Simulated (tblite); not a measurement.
A geometry optimisation, step by step.

Compound: C8H15P.
Numbering: `[CH3:1][C@@H:2]1[CH2:3][P:4]([CH:5]2[CH2:6][CH2:7]2)[C@H:8]1[CH3:9]` (hydrogens: H10, H11, H12 on C1; H13 on C2; H14, H15 on C3; H16 on C5; H17, H18 on C6; H19, H20 on C7; H21 on C8; H22, H23, H24 on C9)

Computed with GFN2-xTB (tblite), gas phase: L-BFGS steps from a force-field or distance-geometry start until the largest atomic force falls under 0.01 eV/Å. 5 of its 172 geometries are shown.

Step 0: E = -740.9590 eV, largest atomic force 2.548 eV/Å
```
atom  x, y, z in Å  |  force x, y, z in eV/Å
C1     -3.006    0.849   -0.274   -1.176   0.170   0.846
C2     -1.599    0.437    0.020   -0.508  -0.357   1.499
C3     -0.551    1.517   -0.017    0.549   1.041   0.661
P4      0.583    0.517   -1.075    1.240   0.648  -2.130
C5      1.878   -0.351   -0.065   -0.862  -0.776   0.564
C6      2.862    0.446    0.733    0.320   0.173  -0.046
C7      3.318   -0.327   -0.500    0.610   0.020   0.973
C8     -1.002   -0.463   -1.034   -0.136  -0.974   0.423
C9     -0.863   -1.866   -0.488   -0.199  -0.933  -0.342
H10    -3.069    1.267   -1.285   -0.239  -0.096   0.350
H11    -3.679   -0.042   -0.149    0.494   0.904  -0.383
H12    -3.316    1.605    0.490    0.020  -0.444  -0.777
H13    -1.591   -0.078    1.034   -0.010   0.583  -0.915
H14    -0.890    2.418   -0.569    0.295  -0.343   0.332
H15    -0.096    1.800    0.942   -0.344   0.179  -0.115
H16     1.518   -1.297    0.398    0.359   0.658  -0.176
H17     3.075    0.008    1.734    0.121   0.734  -0.886
H18     2.908    1.547    0.630   -0.303  -0.856   0.387
H19     3.589    0.267   -1.393   -0.123  -0.595   0.729
H20     4.003   -1.170   -0.206   -0.951   0.697  -0.944
H21    -1.593   -0.428   -1.970    0.591  -0.049   0.236
H22    -0.902   -1.842    0.631    0.181  -0.372  -1.076
H23    -1.670   -2.505   -0.892    0.288   0.177   0.488
H24     0.081   -2.288   -0.853   -0.218  -0.187   0.303
```

Step 43: E = -741.7738 eV, largest atomic force 0.062 eV/Å
```
atom  x, y, z in Å  |  force x, y, z in eV/Å
C1     -2.924    0.898   -0.179   -0.014  -0.025   0.019
C2     -1.513    0.393    0.083   -0.007  -0.032  -0.047
C3     -0.438    1.487   -0.030   -0.020   0.000   0.013
P4      0.631    0.482   -1.202   -0.005  -0.014  -0.029
C5      1.755   -0.297    0.039   -0.006   0.015  -0.003
C6      2.741    0.629    0.693   -0.016   0.004   0.001
C7      3.211   -0.360   -0.321    0.027   0.019   0.004
C8     -0.953   -0.541   -1.010    0.019  -0.050  -0.016
C9     -0.838   -2.020   -0.687   -0.012  -0.041   0.007
H10    -2.977    1.401   -1.145    0.031  -0.028   0.033
H11    -3.635    0.075   -0.183   -0.004  -0.032   0.015
H12    -3.219    1.606    0.592   -0.013   0.005   0.010
H13    -1.478   -0.094    1.062   -0.005   0.021  -0.039
H14    -0.814    2.390   -0.511    0.008   0.018   0.002
H15     0.048    1.759    0.905    0.018   0.041   0.015
H16     1.365   -1.115    0.632   -0.023   0.042   0.039
H17     2.986    0.471    1.734    0.012  -0.010  -0.020
H18     2.707    1.671    0.407    0.052  -0.002   0.006
H19     3.504    0.014   -1.290    0.019   0.022  -0.018
H20     3.795   -1.206    0.010   -0.013  -0.027   0.024
H21    -1.530   -0.434   -1.936    0.028   0.045  -0.002
H22    -0.412   -2.182    0.302   -0.017   0.000  -0.015
H23    -1.820   -2.491   -0.703   -0.027   0.020  -0.015
H24    -0.204   -2.518   -1.420   -0.032   0.010   0.019
```

Step 86: E = -741.8433 eV, largest atomic force 0.075 eV/Å
```
atom  x, y, z in Å  |  force x, y, z in eV/Å
C1     -2.917    0.709    0.019   -0.013  -0.007  -0.029
C2     -1.429    0.399    0.064   -0.007  -0.015   0.012
C3     -0.486    1.593   -0.164   -0.036  -0.020  -0.008
P4      0.705    0.562   -1.184    0.016   0.040   0.002
C5      1.689   -0.139    0.211   -0.016   0.036  -0.008
C6      2.865    0.690    0.659   -0.060   0.025  -0.010
C7      3.091   -0.569   -0.107    0.040  -0.002   0.011
C8     -0.893   -0.455   -1.101    0.071  -0.012   0.010
C9     -0.838   -1.961   -0.936    0.014  -0.013   0.003
H10    -3.179    1.202   -0.915    0.016   0.026   0.008
H11    -3.491   -0.213    0.088   -0.025  -0.001   0.027
H12    -3.200    1.357    0.848    0.013  -0.016  -0.034
H13    -1.206   -0.087    1.016    0.054  -0.005   0.038
H14    -0.943    2.351   -0.801   -0.044   0.034   0.039
H15    -0.076    2.069    0.726   -0.002  -0.014  -0.024
H16     1.156   -0.688    0.979    0.002   0.011  -0.018
H17     3.105    0.709    1.714   -0.020  -0.004  -0.057
H18     3.047    1.630    0.153   -0.011  -0.040   0.028
H19     3.420   -0.474   -1.131    0.014  -0.018  -0.046
H20     3.506   -1.422    0.405   -0.004  -0.061   0.043
H21    -1.455   -0.206   -2.010    0.028  -0.034   0.015
H22    -0.207   -2.252   -0.098    0.016   0.046  -0.005
H23    -1.835   -2.360   -0.755   -0.041   0.020  -0.025
H24    -0.440   -2.426   -1.837   -0.003   0.024   0.029
```

Step 128: E = -741.8620 eV, largest atomic force 0.060 eV/Å
```
atom  x, y, z in Å  |  force x, y, z in eV/Å
C1     -2.937    0.642    0.025   -0.020   0.017  -0.012
C2     -1.438    0.398    0.070   -0.028   0.009   0.009
C3     -0.548    1.639   -0.119   -0.005   0.003   0.011
P4      0.688    0.693   -1.167    0.000  -0.018  -0.032
C5      1.651   -0.027    0.229    0.012  -0.051  -0.001
C6      2.946    0.657    0.570    0.012  -0.009   0.006
C7      2.966   -0.689   -0.073   -0.046   0.013   0.005
C8     -0.858   -0.401   -1.113    0.013  -0.021   0.012
C9     -0.723   -1.903   -0.968    0.007  -0.032   0.010
H10    -3.224    1.097   -0.921    0.008   0.003   0.017
H11    -3.478   -0.297    0.135    0.015   0.033  -0.012
H12    -3.238    1.308    0.833    0.006  -0.017  -0.016
H13    -1.199   -0.100    1.014    0.018   0.005  -0.023
H14    -1.041    2.413   -0.711   -0.020  -0.024   0.000
H15    -0.140    2.092    0.783   -0.041  -0.006   0.013
H16     1.071   -0.423    1.056    0.042   0.006   0.010
H17     3.225    0.733    1.610   -0.004  -0.001   0.037
H18     3.239    1.515   -0.016    0.016  -0.003  -0.058
H19     3.274   -0.762   -1.107   -0.001   0.028   0.027
H20     3.262   -1.537    0.529   -0.025   0.003  -0.034
H21    -1.433   -0.179   -2.021    0.023   0.029   0.018
H22    -0.142   -2.161   -0.085    0.007  -0.006  -0.019
H23    -1.708   -2.363   -0.874    0.041   0.024  -0.016
H24    -0.226   -2.325   -1.841   -0.029   0.017   0.049
```

Step 171: E = -741.8755 eV, largest atomic force 0.008 eV/Å
```
atom  x, y, z in Å  |  force x, y, z in eV/Å
C1     -2.982    0.580   -0.035   -0.003  -0.002  -0.002
C2     -1.478    0.397    0.083   -0.002   0.002  -0.002
C3     -0.647    1.687   -0.026    0.001  -0.004  -0.003
P4      0.672    0.851   -1.068   -0.006  -0.004  -0.003
C5      1.649    0.111    0.307    0.003   0.004  -0.004
C6      3.075    0.566    0.449    0.006  -0.001   0.001
C7      2.783   -0.805   -0.057    0.003   0.002  -0.003
C8     -0.803   -0.338   -1.092    0.000   0.004   0.002
C9     -0.567   -1.828   -0.954    0.001   0.003   0.001
H10    -3.232    1.085   -0.966    0.000   0.003  -0.002
H11    -3.485   -0.385   -0.020    0.000  -0.006  -0.002
H12    -3.360    1.177    0.793    0.005   0.001   0.000
H13    -1.258   -0.122    1.020    0.001   0.007  -0.001
H14    -1.161    2.451   -0.611    0.001  -0.001   0.007
H15    -0.306    2.127    0.909   -0.006   0.001  -0.003
H16     1.111   -0.101    1.224   -0.002  -0.003   0.005
H17     3.480    0.677    1.444    0.003  -0.001   0.005
H18     3.446    1.296   -0.256    0.004   0.003   0.001
H19     2.954   -1.004   -1.105    0.002  -0.004   0.001
H20     2.985   -1.651    0.585   -0.004   0.002  -0.004
H21    -1.355   -0.139   -2.018   -0.003   0.000   0.004
H22    -0.001   -2.052   -0.053    0.000  -0.002   0.001
H23    -1.520   -2.354   -0.901   -0.004  -0.003   0.002
H24    -0.012   -2.206   -1.810    0.001  -0.001  -0.002
```

Task: Summarise the path.

Result: The energy falls by 0.9166 eV from step 0 to step 171; nine tenths of that is first reached at step 51. It falls at every step. The largest force goes from 2.548 to 0.008 eV/Å. Among the bonds C7–H20 changes most (a near tie, within 0.001 Å, with another), from 1.125 to 1.080 Å; the atoms move by 0.747 Å rms after alignment.

Task: Follow the three bonds and two angles with the largest change from start to end.

Result: 
```
step  E above end (eV)  largest force (eV/Å)  C7–H20 (Å)  C2–H13 (Å)  C1–H11 (Å)  C3–P4–C5 (°)  C5–P4–C8 (°)
   0            0.9166                 2.548       1.125       1.137       1.125         111.7         109.6
   7            0.2742                 0.291       1.086       1.095       1.093         105.2         103.3
  15            0.1907                 0.175       1.077       1.093       1.092         104.2         101.5
  22            0.1615                 0.141       1.078       1.095       1.088         101.9         101.1
  30            0.1413                 0.127       1.078       1.095       1.087         100.6         101.2
  37            0.1108                 0.137       1.082       1.092       1.088          98.6         102.0
  45            0.0998                 0.068       1.081       1.094       1.087          98.5         102.1
  52            0.0893                 0.104       1.078       1.094       1.088          97.7         103.0
  59            0.0794                 0.067       1.079       1.093       1.088          96.6         103.6
  67            0.0660                 0.134       1.080       1.094       1.088          97.3         103.2
  74            0.0521                 0.085       1.081       1.094       1.090          98.0         102.9
  82            0.0420                 0.116       1.081       1.093       1.089          98.0         102.6
  89            0.0294                 0.058       1.080       1.093       1.088          97.9         101.7
  97            0.0243                 0.037       1.080       1.092       1.088          97.8         100.9
 104            0.0221                 0.028       1.080       1.093       1.088          97.7         100.3
 112            0.0203                 0.032       1.080       1.093       1.088          97.4         100.1
 119            0.0186                 0.030       1.080       1.094       1.089          97.0         100.1
 126            0.0154                 0.049       1.081       1.093       1.088          96.8         100.0
 134            0.0074                 0.069       1.080       1.093       1.088          97.4         100.1
 141            0.0051                 0.032       1.080       1.093       1.088          97.7         100.3
 149            0.0033                 0.044       1.079       1.093       1.087          98.1         100.2
 156            0.0012                 0.024       1.080       1.093       1.088          98.1         100.0
 164            0.0003                 0.014       1.080       1.093       1.088          97.9          99.9
 171            0.0000                 0.008       1.080       1.093       1.088          97.9          99.8
```
